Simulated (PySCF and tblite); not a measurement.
Values are calculated unless marked as measured or tabulated.
Conformers and averaged properties: C₉H₁₁FO, numbered as in [CH3:1][CH:2]([CH3:3])[c:4]1[cH:5][cH:6][c:7]([OH:8])[c:9]([F:10])[cH:11]1

Search: ETKDG, MMFF94s, GFN2-xTB, 90 starts; geometries at GFN2-xTB. Weights use PBE0-D3(BJ)/pcSseg-1 energies plus GFN2-xTB zero-point and thermal terms (modes under about 100 cm⁻¹ blended into free rotors). Symmetry numbers and mirror images are counted. Conformers within 3 kcal/mol (GFN2-xTB free energy) were kept, 8 at most. GIAO shieldings: PBE0/pcSseg-1. Shifts are against TMS (¹H), TMS (¹³C), CFCl3 (¹⁹F) at the same level. Programs: PySCF with density fitting and tblite.

Torsions listed: C1–C2–C4–C5, C6–C7–O8–H8.

```
conformer       shape  symmetry  E(GFN2) kcal/mol  E(DFT) kcal/mol  G(298.15 K) kcal/mol  weight %  dipole D
        1  118°, 180°        Cs              0.00             0.00                  0.00      57.3      1.20
        2  -62°, 180°        Cs              0.05             0.16                  0.19      41.9      1.20
        3    118°, 0°        Cs              2.40             2.98                  2.90       0.4      2.90
        4    -62°, 0°        Cs              2.50             3.17                  3.10       0.3      2.89
```

Weights (%) against temperature:

```
 T (K)     1     2    3    4  S(mix) cal/mol/K
   220  60.2  39.6  0.1  0.0              1.35
   260  58.6  41.0  0.2  0.1              1.39
298.15  57.3  41.9  0.4  0.3              1.44
   340  56.1  42.6  0.8  0.6              1.50
   380  55.0  42.9  1.2  0.9              1.57
```

Averaged shifts at 298.15 K. ¹H: 7.25 (H6, 1H), 7.24 (H11, 1H), 7.20 (H5, 1H), 2.56 (H2, 1H), 1.24 (H1/H3, 6H) ppm. ¹³C: 159.9 (C9), 150.0 (C7), 146.9 (C4), 128.1 (C5), 122.1 (C6), 118.7 (C11), 39.6 (C2), 27.2 (C1/C3) ppm. ¹⁹F: -161.4 (F10) ppm.

Coordinates of conformer 1 (Å):

```xyz
22

C    -2.123   -0.705   -1.182
C    -1.585    0.359   -0.222
C    -2.239    0.227    1.155
C    -0.083    0.274   -0.113
C     0.721    1.340   -0.496
C     2.099    1.281   -0.404
C     2.722    0.138    0.082
O     4.074    0.081    0.172
C     1.905   -0.923    0.462
F     2.512   -2.048    0.939
C     0.533   -0.873    0.373
H    -3.196   -0.585   -1.311
H    -1.934   -1.704   -0.798
H    -1.644   -0.614   -2.154
H    -1.839    1.344   -0.628
H    -2.049   -0.754    1.582
H    -1.844    0.979    1.835
H    -3.315    0.363    1.075
H     0.262    2.240   -0.877
H     2.716    2.114   -0.703
H     4.334   -0.780    0.527
H    -0.037   -1.733    0.686
```

Coordinates of conformer 2 (Å):

```xyz
22

C    -2.084   -0.285    1.434
C    -1.518   -0.581    0.043
C    -2.322    0.146   -1.036
C    -0.058   -0.206   -0.031
C     0.367    1.104    0.157
C     1.702    1.450    0.090
C     2.668    0.484   -0.171
O     3.978    0.828   -0.236
C     2.231   -0.823   -0.358
F     3.173   -1.776   -0.615
C     0.901   -1.176   -0.292
H    -1.502   -0.796    2.197
H    -3.115   -0.626    1.499
H    -2.062    0.781    1.641
H    -1.601   -1.659   -0.137
H    -2.307    1.221   -0.870
H    -1.905   -0.055   -2.020
H    -3.357   -0.189   -1.022
H    -0.357    1.878    0.360
H     2.024    2.468    0.237
H     4.506    0.040   -0.424
H     0.627   -2.208   -0.446
```

H on N, O and S are left out: they exchange, and hydrogen bonds move them by several ppm. Unscaled ¹⁹F shifts at such levels can be off by tens of ppm; differences between conformers or isomers are more reliable. Shifts are unscaled: against experiment ¹³C can be off by 15 ppm or more and ¹H by 0.8 ppm.

Search and properties took 5.1 min on 1 thread of Intel Xeon Platinum 8488C, on a host shared with other jobs (rough), launched as `OMP_NUM_THREADS=1 python ens_run.py task.json out`.


Conformer gaps in pcSseg-1 on xTB geometries can be 2 kcal/mol off for S=O, P=O and other polar bonds.